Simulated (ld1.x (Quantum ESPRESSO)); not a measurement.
Ranking RRKJ potentials for silver (Ag)

All share these settings but for the change named:

silver (Ag), norm-conserving RRKJ (Kleinman–Bylander form), made with ld1.x (Quantum ESPRESSO) 7.5 (PBE, scalar-relativistic). Core [Ar] 3d10 4s2, reference 4p6 4d9 5s2 5p0. Waves: 4p (bound): rc 1.65 bohr; 4d (bound): rc 1.90 bohr; 5s (bound): rc 2.20 bohr. Local part: the s channel. Core correction: none.

Cutoff: the first of the cutoffs (Ry, on a coarse ladder) from which the occupation-weighted sum of valence levels, in a spherical-Bessel basis at the reference potential, stays within 10 and 1 mRy of its value at 400 Ry; the density cutoff is not measured.

The base gives 45 Ry.

Of 6 variants that were run, those that failed, showed a ghost or another fault, or gave nearly equal values are left out.

A variant can come out equal or close to the base.

**Question.** Rank these variants from softest to hardest (loose cutoff).
A. wave 4d (bound): rc 1.90 bohr becomes 4d (bound): rc 1.68 bohr
B. functional LDA (PZ)
C. all radii scaled by about 0.79 (s 1.72, p 1.30, d 1.50 bohr)

**Answer.** B (45 Ry), A (55 Ry), C (80 Ry).
